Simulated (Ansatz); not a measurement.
Computed with Ansatz on PBE0-D4/def2-TZVP structures; ΔE is electronic, products minus reactants. CBS: MP2 limit from def2 TZ/QZ plus the TZ coupled-cluster correction, frozen cores. This one scheme is used for every species. For Br outer-core shells are correlated without core-valence functions, which leaves a few kJ/mol of doubt a bond. Scalar relativity is left out up to krypton. Each species was taken in one conformer, which may not be the lowest.

Reaction (ligand exchange at a B–F bond): `NB(F)Br` + CH₃OH → `COB(N)Br` + H–F

```json
{"species": "`NB(F)Br`", "CCSD(T)/CBS(def2) energy (Eh)": "-2753.96125"}
{"species": "CH₃OH", "CCSD(T)/CBS(def2) energy (Eh)": "-115.61712"}
{"species": "`COB(N)Br`", "CCSD(T)/CBS(def2) energy (Eh)": "-2769.18103"}
{"species": "H–F", "CCSD(T)/CBS(def2) energy (Eh)": "-100.39570"}
```

Question: Work out ΔE.

Answer: ΔE = (-2769.18103) + (-100.39570) − (-2753.96125) − (-115.61712) = 0.00164 Eh = +4.3 kJ/mol.

Largest T1 diagnostic among the species: 0.010.

In def2-TZVPP, CCSD(T) changes the Hartree–Fock value by −15.5 kJ/mol (the triples alone add −2.4 kJ/mol) and MP2 by −20.5 kJ/mol. The D4 term adds −8.8 kJ/mol with B3LYP and −4.9 kJ/mol with PBE0; it sums over pairs of atoms, weighted by their polarisabilities, and B3LYP, whose exchange is more repulsive, gets the larger term.

B3LYP here is the variant with VWN-RPA as its local correlation; programs differ in this.
